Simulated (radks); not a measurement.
The numbers below are computed, except where a source is named.
Task: The mean radii <r> (bohr) of the occupied orbitals of an atom or ion are listed with their occupations. Code: a radial shooting solver on a logarithmic mesh with Libxc functionals. Model: scalar-relativistic Kohn-Sham, r2SCAN, spin-polarised, spherical densities, finite nucleus; meta-GGA in the generalised Kohn-Sham scheme; Fermi nuclear charge, rms radius of each element as measured or else 0.836 A^(1/3) + 0.57 fm.

orbital  occ.     <r>
1s up       1  0.1169
2s up       1  0.5801
2s down     1  0.5879
2p up       3  0.5329
2p down     3  0.5422
3s up       1   1.996
3s down     1   2.016

Name the element and its charge. Open shells, if any, are filled with parallel spins first.

Result: Z = 13, aluminium, charge +2: Al2+ in 1s1 2s2 2p6 3s2. The 1s radius gives Z: for a bare nucleus <r> = (2 gamma + 1)/(2Z) with gamma = sqrt(1 - (Z/c)^2), 0.115 bohr for Z = 13, and screening makes it slightly larger (0.1169 here). The occupations add up to 11, and the charge is Z minus that.
